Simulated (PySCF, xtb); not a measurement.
disilazane (H7NSi2), SMILES [SiH3]N[SiH3].

Geometry: B3LYP-D3(BJ)/def2-SVP.

Method: IEF-PCM-PBE0/def2-SVP run with PySCF.

The values are the electrostatic part of the solvation free energy, E(continuum) − E(gas) at the gas-phase geometry, in a cavity of scaled van der Waals radii (PySCF's table); cavitation and dispersion terms are not included. In vacuum the orbital gap is 7.76 eV. The dipole moment in vacuum is 0.88 D.

| solvent | ε | ΔG(elec) (kcal/mol) | dipole (D) | gap (eV) |
|---|---|---|---|---|
| water | 78.36 | -1.7 | 1.16 | 7.81 |
| dichloromethane | 8.93 | -1.4 | 1.11 | 7.80 |
| cyclohexanone | 15.62 | -1.6 | 1.13 | 7.80 |

For comparison, GFN2-xTB/ALPB(water) (xtb, at the GFN2-xTB geometry, all terms of that model) gives 0.7 kcal/mol.
